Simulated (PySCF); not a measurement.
Method: PySCF, PBE0, basis Ta def2-TZVP with ECP60, N def2-TZVP, Cl def2-TZVP (scalar-relativistic core potentials, no spin–orbit coupling, density fitting). Open shells, if any, are unrestricted.

Question: What shape and geometry does isolated singlet TaNCl₂ take (every ligand bound to Ta)?

Answer: Formally Ta is in oxidation state +5, d0. The polar-tensor charge on Ta, 1.74, is far below the formal one. The lowest minimum found is a singlet of Cs symmetry with Ta–Cl 2.305 Å (×2), Ta–N 1.680 Å; Cl–Ta–Cl 114.7°, Cl–Ta–N 106.7° (×2). Its harmonic wavenumbers are 82 (a'), 172 (a'), 248 (a''), 390 (a'), 402 (a''), 1098 (a') cm⁻¹ and its dipole moment is 4.95 D.

Other isomers or separated fragments may lie lower. With an element this heavy the missing spin–orbit coupling can shift these numbers.
